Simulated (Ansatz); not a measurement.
Mulliken charges of `[F][Mo]([F])([Cl])([Cl])([Cl])[Cl]` from PBE/def2-TZVPP in Ansatz (PBE0-D4/def2-TZVP geometry).

```
atom   x (Å)   y (Å)   z (Å)  charge (e)
  F1  -1.342  -0.325  -1.261      -0.235
 Mo2  -0.029  -0.010  -0.007       0.859
  F3  -1.376   0.284   1.215      -0.235
 Cl4  -0.114  -2.211   0.533      -0.105
 Cl5   1.551  -0.388  -1.574      -0.090
 Cl6  -0.135   2.190  -0.549      -0.105
 Cl7   1.507   0.392   1.597      -0.090
```

Task: By hand: the dipole of these point charges (1 e Å = 4.8032 D).

Result: Σ q r = (0.365, 0.003, 0.004) e Å, of length 0.365 e Å = 1.75 D.

Task: How does the dipole of the full density compare? (Best estimate.)

Result: Ansatz gave: (0.235, 0.002, 0.003) e Å, 1.13 D; the point charges give 1.55 times that, at 0° from its direction.

Point charges leave out the atoms' own dipoles, such as those of lone pairs, and Mulliken's split depends on the basis, so the two needn't agree.
